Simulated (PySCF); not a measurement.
(Z)-1-bromobut-1-en-3-yne (C4H3Br), SMILES C#C/C=C\Br. Heavy atoms are numbered as in [CH:1]#[C:2]/[CH:3]=[CH:4]\[Br:5]. Hydrogens are named by the atom that carries them.

The structure is a stationary point at B3LYP-D3(BJ)/def2-SVP.

Level of theory: PySCF with HF/pcSseg-1.

GIAO shieldings, no solvent; atoms alike by connectivity are averaged. δ = σ(ref) − σ: ¹³C against TMS (σ = 192.6 ppm); ¹H against TMS (σ = 31.99 ppm), references at their B3LYP-D3(BJ)/def2-TZVP geometries, non-relativistic (without spin–orbit terms, shifts of atoms bonded to Cl or Br come out too high).

| atoms | nucleus | count | δ (ppm) |
|---|---|---|---|
| C4 (CH) | ¹³C | 1 | 146.8 |
| C3 (CH) | ¹³C | 1 | … |
| C1 (CH) | ¹³C | 1 | 103.6 |
| C2 | ¹³C | 1 | … |
| H on C4 | ¹H | 1 | 6.91 |
| H on C3 | ¹H | 1 | 6.30 |
| H on C1 | ¹H | 1 | … |

What belongs in the gaps? (Estimate from the structure and the level; the computed values follow.)


- H on C1, δ (ppm): 4.45
- C2, δ (ppm): 70.9
- C3 (CH), δ (ppm): 128.2
